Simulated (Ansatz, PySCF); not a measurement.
Se(Me)(SMe) (C2H6SSe), SMILES CS[Se]C.

Geometry: ωB97X-D3(BJ)/def2-SVP. The values are those of a single conformer.

Vertical ionisation energy (IE) and electron affinity (EA) in eV. Rows of orbital energies are one-electron estimates. Where ΔSCF, EOM or ADC give a negative EA the extra electron is unbound and the value depends on the basis.

```tsv
level	IE	EA
−ε(HOMO), −ε(LUMO), M06-2X/def2-TZVP (PySCF)	7.63	-0.17
−ε(HOMO), −ε(LUMO), PBE/def2-TZVP (PySCF)	5.37	1.62
ΔSCF, PBE0/def2-SVPD (Ansatz), final states of multiplicity 2 and 2	8.60	-0.61
ΔSCF, PBE/def2-SVPD (Ansatz), final states of multiplicity 2 and 2	8.39	-0.48
```

### Question
What vertical singlet–triplet gap does ΔSCF give with PBE0/def2-SVPD (Ansatz, a quantum-chemistry and plane-wave program) and with PBE/def2-SVPD (Ansatz)? (Estimate from the structure and the level; the computed values follow.)

### Answer
3.58 and 3.42 eV (triplet above singlet where positive).
